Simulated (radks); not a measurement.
Values are calculated unless marked as measured or tabulated.
Problem. Coherent X-ray form factor from a spherical all-electron density. Level of theory: Dirac Kohn-Sham, PBE, spin-unpolarised, spherical densities, point nucleus (a radial shooting solver on a logarithmic mesh with Libxc functionals).

sin(theta)/lambda (1/angstrom),f0 (electrons)
0.05,53.208
0.1,51.042
0.15,48.014
0.2,44.688
0.25,41.480
0.3,38.590
0.4,33.810
0.5,29.953
0.6,26.663
0.8,21.556
1,18.225
1.25,15.453
1.5,13.165
2,9.217

The species is in the configuration that NIST lists as its ground one. Which atom or ion scatters so?

Solution. The barium ion Ba2+, [Xe]. Extrapolating in s^2 from the first two rows gives f0(0) = 53.9, near the electron count 54; among species with that count, the fall with angle is slower the higher Z, and the table is that of Z = 56; from so few rows the species is fixed only to a neighbour or two.
